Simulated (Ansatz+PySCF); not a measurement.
Results of a calculation; reference values are marked as such.
## Ansatz (development build ahead of 0.2.0) run

```yaml
crystal:
  periodic: [false, false, false]
  atoms:
    - { symbol: H, position_ang: [0.0, 0.0, 0.0] }
    - { symbol: H, position_ang: [10.0, 0.0, 0.0] }
basis:
  gaussian: { orbitals: cc-pVDZ }
magnetization:
  spin_polarized: true
hamiltonian:
  xc: r2scan
```

The input is written out in the form of the current development build from the run's settings.

The run gave:

- Converged: yes
- Total energy: -0.99842 hartree
- Stability test: minimum

Caution: the unrestricted determinant is spin contaminated.
